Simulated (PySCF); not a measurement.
cadmium atom (Cd), singlet (core potentials on Cd). Base run: PBE0/def2-SVP in PySCF.

Here is a job for PySCF.
```python
from pyscf import gto, scf, dft

mol = gto.Mole()
mol.atom = '''
    Cd    0.00000000    0.00000000    0.00000000
'''
mol.basis = 'def2-svp'
mol.ecp = {'Cd': 'def2-svp'}
mol.verbose = 4
mol.build()

mf = dft.RKS(mol)
mf.xc = 'pbe0'
mf.kernel()
mf.analyze()
```

The base run was repeated with changes; each row names its change, and settings that it needs were set with it.

```json
[
 {"change": "base", "ΔE vs base (µEh)": "0.0", "SCF cycles": "7", "outcome": "converged"},
 {"change": "conv_tol = 1e-12", "ΔE vs base (µEh)": "0.0", "SCF cycles": "8", "outcome": "converged"},
 {"change": "diis = off; damp = 0.3 (with mf.diis_start_cycle = 200; with mf.max_cycle = 150)", "ΔE vs base (µEh)": "0.0", "SCF cycles": "12", "outcome": "converged"},
 {"change": "diis = off; damp = 0.6 (with mf.diis_start_cycle = 200; with mf.max_cycle = 150)", "ΔE vs base (µEh)": "0.0", "SCF cycles": "20", "outcome": "converged"},
 {"change": "init_guess = 1e", "ΔE vs base (µEh)": "0.0", "SCF cycles": "9", "outcome": "converged"},
 {"change": "init_guess = sap", "ΔE vs base (µEh)": "0.0", "SCF cycles": "9", "outcome": "converged"},
 {"change": "conv_tol = 1e-11", "ΔE vs base (µEh)": "0.0", "SCF cycles": "8", "outcome": "converged"},
 {"change": "level_shift = 0.3 (with mf.max_cycle = 100)", "ΔE vs base (µEh)": "0.0", "SCF cycles": "12", "outcome": "converged"},
 {"change": "diis = off (with mf.max_cycle = 100)", "ΔE vs base (µEh)": "-", "SCF cycles": "100", "outcome": "not converged"},
 {"change": "damp = 0.5; diis_start_cycle = 5", "ΔE vs base (µEh)": "0.0", "SCF cycles": "9", "outcome": "converged"},
 {"change": "conv_tol = 1e-7", "ΔE vs base (µEh)": "0.0", "SCF cycles": "6", "outcome": "converged"},
 {"change": "conv_tol = 1e-4", "ΔE vs base (µEh)": "0.0", "SCF cycles": "5", "outcome": "converged"},
 {"change": "DIIS = ADIIS", "ΔE vs base (µEh)": "0.0", "SCF cycles": "10", "outcome": "converged"}
]
```
